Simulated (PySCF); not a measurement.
# Ionisation energy of Te⁴⁵⁺ by level of theory

Te⁴⁵⁺ [He] 2s2 2p3 [2p1/2^2 2p3/2^1, M_J = 3/2] → Te⁴⁶⁺ [He] 2s2 2p2 [2p1/2^2, M_J = 0], as a difference of total energies. Computed with PySCF 2.14 in an uncontracted even-tempered set (17 s from 24 bohr⁻², ratio 2.4; 12 p from 31 bohr⁻², ratio 2.4; 5 d from 110 bohr⁻², ratio 2.6; 4 f from 160 bohr⁻², ratio 2.6), with the two-component X2C-1e Hamiltonian. Correlated levels: nothing frozen; the 32 highest virtual spinors dropped. "Screened" scales the spin-orbit matrix elements by Boettger's factors to mimic the two-electron term; Breit and QED terms are absent.

```
                    method  ionisation energy (eV)
           GHF (spin-free)                  7841.5
          GMP2 (spin-free)                  7841.2
 GHF (screened spin-orbit)                  7719.6
GMP2 (screened spin-orbit)                  7719.1
```

For this ion Breit and QED terms and the two-electron picture change, all absent here, outweigh the correlation shift from GHF to GMP2.

The spin-free rows relax to the high-spin LS determinant and lack the spin-orbit shift.

The labels give the starting determinants; with spin-orbit coupling the two ends relaxed to ⟨J²⟩ = 3.75, ⟨L²⟩ = 2.42, ⟨S²⟩ = 1.55 and ⟨J²⟩ = 0.00, ⟨L²⟩ = 1.33, ⟨S²⟩ = 1.33.

For comparison: 7714 ± 4 eV (theoretical estimate listed by NIST; NIST Atomic Spectra Database, ionization energies).
